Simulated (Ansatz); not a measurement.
CH5ClInN (`[CH3][In]([NH2])[Cl]`) at its PBE0-D4/def2-TZVP geometry, where that method's forces vanish. The species carries charge 0 and has multiplicity 1. In: def2 effective core potential.

```xyz
9

C     0.3613    0.0840    1.7156
In    0.0536    0.3624   -0.3704
N    -0.7939   -0.7619   -1.7961
Cl    0.5978    2.4540   -1.2980
H     0.8354    0.9748    2.1240
H    -0.5977   -0.0782    2.2084
H     0.9979   -0.7835    1.8895
H    -0.6466   -0.4847   -2.7548
H    -0.8078   -1.7669   -1.7182
```

**Question.** What forces (eV/Å) does r2SCAN-D4/def2-TZVPP give on these atoms in the Gaussian-basis code of Ansatz? (Best estimate.)

**Answer.** Ansatz gave: 
```
C1   0.007  0.002  0.090
In2  0.053 -0.027  0.068
N3  -0.086  0.006 -0.034
Cl4  0.004  0.058 -0.033
H5  -0.013 -0.021 -0.015
H6   0.022  0.004 -0.014
H7  -0.017  0.021 -0.012
H8   0.016 -0.014 -0.033
H9   0.013 -0.030 -0.017
```
